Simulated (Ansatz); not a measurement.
A trace of molecular dynamics of Cl2F3H2Ta (8 atoms, charge 0, multiplicity 1).

The calculation used Ansatz 0.2.0, RKS r2SCAN/def2-SVP.

* ensemble: NVE (velocity Verlet)
* starting velocities drawn for: 300 K
* seed: 8751

| time (fs) | T (K) | potential energy less start (eV) | conserved less start (meV/atom) |
| --- | --- | --- | --- |
| 0 | 300 | 0.000 | 0.00 |
| 4 | 205 | 0.075 | 0.06 |
| 8 | 188 | 0.087 | 0.04 |
| 12 | 165 | 0.105 | 0.05 |
| 16 | 176 | 0.097 | 0.03 |
| 20 | 188 | 0.087 | 0.04 |
| 24 | 178 | 0.095 | 0.04 |
| 28 | 162 | 0.107 | 0.06 |
| 32 | 224 | 0.059 | 0.00 |
| 36 | 191 | 0.085 | 0.06 |
| 40 | 263 | 0.029 | 0.04 |
| 44 | 258 | 0.033 | 0.04 |
| 48 | 346 | -0.036 | 0.01 |
| 52 | 314 | -0.010 | 0.08 |
| 56 | 338 | -0.030 | 0.00 |
| 60 | 235 | 0.050 | 0.03 |
| 64 | 197 | 0.080 | 0.05 |
| 68 | 156 | 0.112 | 0.05 |
| 72 | 192 | 0.084 | 0.00 |
| 76 | 168 | 0.103 | 0.03 |
| 80 | 129 | 0.133 | 0.07 |
| 84 | 181 | 0.093 | 0.00 |
| 88 | 172 | 0.099 | 0.03 |
| 92 | 246 | 0.042 | 0.03 |
| 96 | 248 | 0.041 | 0.06 |
| 100 | 327 | -0.021 | -0.02 |

Task: Is this trajectory sound?

Result: The conserved energy stayed within 0.084 meV per atom of its start (net change -0.02 meV per atom), so the integration is sound. A run of 0.1 ps of so small a system gives no equilibrium averages. The orbitals stay closed-shell, which can raise the energy where a bond breaks towards radicals; this wasn't checked here. The time step was 0.5 fs.

Time of the run: 14 min on 4 threads of Arm Neoverse V1, with other jobs on the host, peak memory 0.23 GiB.
